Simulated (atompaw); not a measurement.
# Scattering properties, PAW (atompaw) potential for erbium (Er)

- Element: erbium
- Generator: atompaw 4.2.0.5
- Type: PAW
- Functional: PBEsol
- Relativity: scalar-relativistic
- Frozen core: [Kr] 4d10
- Valence charge: 22
- Reference configuration: 4f11 5s2 5p6 5d1 6s2 6p0
- Partial waves: 5s (bound): rc 1.45 bohr; 6s (bound): rc 2.60 bohr; 5p (bound): rc 2.60 bohr; 6p (bound, empty): rc 2.60 bohr; 5d (bound): rc 2.35 bohr; 5d channel at 4.35 Ry: rc 2.35 bohr; 4f (bound): rc 1.35 bohr; 4f channel at 1.15 Ry: rc 1.35 bohr
- Local potential: bessel scheme, radius 2.35 bohr
- Core correction: smooth core density matched at 1.65 bohr
- Augmentation charge: besselshape compensation charge, radius 1.95 bohr; PAW radius 2.60 bohr; waves and projectors: modrrkj vanderbiltortho

The phase is arctan(r·u′/u) with u = r·R(r), unwrapped; energies in Ry, scanned from -6 to 5 Ry. A pole is an energy at which the radial function vanishes at the test radius. The pseudo phase is shifted by a multiple of π to meet the all-electron one at the reference energy, and phase errors are pseudo minus all-electron; the curves can meet again beyond the range given. Levels narrower than the energy grid can be missing from the lists of poles.

**Question.** For each channel, where are the poles, and over which energies does the pseudopotential scatter like the atom?

**Answer.**

```
channel  radius (bohr)  reference energy (Ry)  poles, all-electron  poles, pseudo  unbroken range about the reference energy with phases within 0.05 rad  phase error 1 Ry above the reference energy (rad)
      s           2.60                  -0.33          -4.04, 3.40    -4.04, 3.23                                                        the whole range                                             -0.005
      p           2.60                  -0.10                -1.95          -1.95                                                        the whole range                                             +0.001
      d           2.60                  -0.15                 0.90           0.69                                                            -0.3 to 0.1                                             -0.063
      f           2.60                  -0.70          -0.67, 4.28          -0.52                                       not even at the reference energy                                             +0.181
```

Phases in the p channel:

| E (Ry) | all-electron | pseudo |
| --- | --- | --- |
| -6.00 | 1.398 | 1.398 |
| -5.52 | 1.388 | 1.389 |
| -5.04 | 1.377 | 1.377 |
| -4.56 | 1.361 | 1.361 |
| -4.08 | 1.341 | 1.341 |
| -3.60 | 1.309 | 1.309 |
| -3.12 | 1.249 | 1.249 |
| -2.64 | 1.033 | 1.034 |
| -2.16 | -1.338 | -1.338 |
| -1.68 | -1.679 | -1.679 |
| -1.20 | -1.767 | -1.767 |
| -0.72 | -1.834 | -1.834 |
| -0.24 | -1.910 | -1.910 |
| 0.24 | -2.025 | -2.024 |
| 0.72 | -2.240 | -2.240 |
| 1.20 | -2.751 | -2.748 |
| 1.68 | -3.655 | -3.650 |
| 2.16 | -4.192 | -4.188 |
| 2.64 | -4.414 | -4.411 |
| 3.12 | -4.527 | -4.525 |
| 3.60 | -4.596 | -4.594 |
| 4.08 | -4.644 | -4.642 |
| 4.56 | -4.680 | -4.678 |
